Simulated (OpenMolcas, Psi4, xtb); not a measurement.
**GaSiH4OF (SMILES [F][GaH][O][SiH3]): methods side by side**

GaSiH4OF has 8 atoms, charge 0, and is taken as a singlet. SMILES: `[F][GaH][O][SiH3]`. The coordinates come from a PBE0-D4/def2-TZVP relaxation. This is one conformer, not always the lowest.

Quantity: the vertical ionisation energy (to the doublet cation), in eV. The values are calculated.

| level | kind | program | value (eV) | less CCSD(T)/6-31G* |
| --- | --- | --- | --- | --- |
| GFN2-xTB | semi-empirical | xtb | 14.38 | +3.34 |
| GFN1-xTB | semi-empirical | xtb | 14.86 | +3.82 |
| HF/6-31G* (spherical functions) | Hartree–Fock | Psi4 | 10.45 | -0.59 |
| SVWN5/6-31G* (spherical functions) | LDA | OpenMolcas | 10.58 | -0.46 |
| BLYP/6-31G* (spherical functions) | GGA | OpenMolcas | 10.34 | -0.70 |
| TPSS/6-31G* (spherical functions) | meta-GGA | OpenMolcas | 10.61 | -0.43 |
| r2SCAN/6-31G* (spherical functions) | meta-GGA | OpenMolcas | 10.73 | -0.31 |
| B3LYP/6-31G* (spherical functions) | global hybrid | OpenMolcas | 10.92 | -0.12 |
| MP2/6-31G* (spherical functions) | perturbation theory | Psi4 | 11.82 | +0.78 |
| CCSD(T)/6-31G* (spherical functions), open shells restricted | coupled cluster or CI | OpenMolcas | 11.04 | 0.00 |

CCSD(T)/6-31G* (spherical functions), open shells restricted is the highest level here, not the true value. All-electron rows without a relativistic Hamiltonian named are non-relativistic. The values span 10.34 to 14.86 eV. The xTB values lack the empirical shift that such differences need. In the correlated wave-function rows the outer d shell of Ga is correlated, in sets not made for it.
